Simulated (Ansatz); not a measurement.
Cl₃Ge (SMILES [Cl][Ge]([Cl])[Cl]), doublet, at a GFN2-xTB geometry, atoms displaced at random by about 0.02 Å a coordinate. Base run: HF/STO-3G (Ansatz, a program for electronic structure).

Input for Ansatz:
Ansatz 0.2 input:
```yaml
crystal:
  periodic: [false, false, false]
  atoms:
    - {symbol: Cl, position_ang: [-1.45842790, -1.39711183, -0.28633433]}
    - {symbol: Ge, position_ang: [0.01225579, 0.01466470, 0.53210021]}
    - {symbol: Cl, position_ang: [-0.45303131, 1.89890255, -0.34438799]}
    - {symbol: Cl, position_ang: [1.90162133, -0.56069873, -0.33643731]}
basis:
  gaussian:
    orbitals: STO-3G
hamiltonian:
  xc: hf
magnetization: {spin_polarized: true, initial_magnetization: 1}
relax: {}
```

Each row names what was changed in the base input (with any setting that the change needs).

| change | ΔE vs base (kcal/mol) | optimiser steps |
|---|---|---|
| base | 0.000 | 4 |
| relax = escape_saddle: false | 0.000 | 4 |
| relax = f_tol: 0.05 | 0.002 | 3 |
| relax = max_displacement: 0.5 | 0.000 | 4 |
| relax = f_tol: 0.0005 | 0.000 | 6 |
| relax = f_tol: 0.002 | 0.000 | 5 |
| relax = max_displacement: 0.02 | 0.000 | 5 |
